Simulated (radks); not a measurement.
Sn+, 49 electrons, occupied as [Kr] 4d10 5s2 5p1. All-electron calculation, scalar-relativistic Kohn-Sham, PBE, spin-polarised, spherical densities, point nucleus; open shells are filled with parallel spins first (spin-orbit coupling, left out, can overturn this in heavy ions). Program: a radial shooting solver on a logarithmic mesh with Libxc functionals.

Unscreened Slater integrals over Kohn-Sham orbitals (cm^-1). They are taken over the spin-up orbitals.

| integral | value |
|---|---|
| F0(5p,5p) | 68529 |
| F2(5p,5p) | 36636 |
| F0(5p,5s) | 75436 |
| G1(5p,5s) | 48618 |
| F0(5p,4d) | 86599 |
| F2(5p,4d) | 22243 |
| G1(5p,4d) | 7828.2 |
| G3(5p,4d) | 6748.0 |
| F0(5p,4p) | 88154 |
| F2(5p,4p) | 17462 |
| G0(5p,4p) | 3204.3 |
| G2(5p,4p) | 4051.7 |
| F0(5s,5s) | 85623 |
| F0(5s,4d) | 105130 |
| G2(5s,4d) | 14449 |
| F0(5s,4p) | 107860 |
| G1(5s,4p) | 6707.9 |
| F0(4d,4d) | 181160 |
| F2(4d,4d) | 90559 |
| F4(4d,4d) | 59489 |
| F0(4d,4p) | 198990 |
| F2(4d,4p) | 99438 |
| G1(4d,4p) | 126010 |
| G3(4d,4p) | 77423 |
| F0(4p,4p) | 222840 |
| F2(4p,4p) | 116840 |

Derived for the open shells (J is the average intra-shell exchange parameter used in DFT+U). 5p: J = F2/5 = 7327 cm^-1.
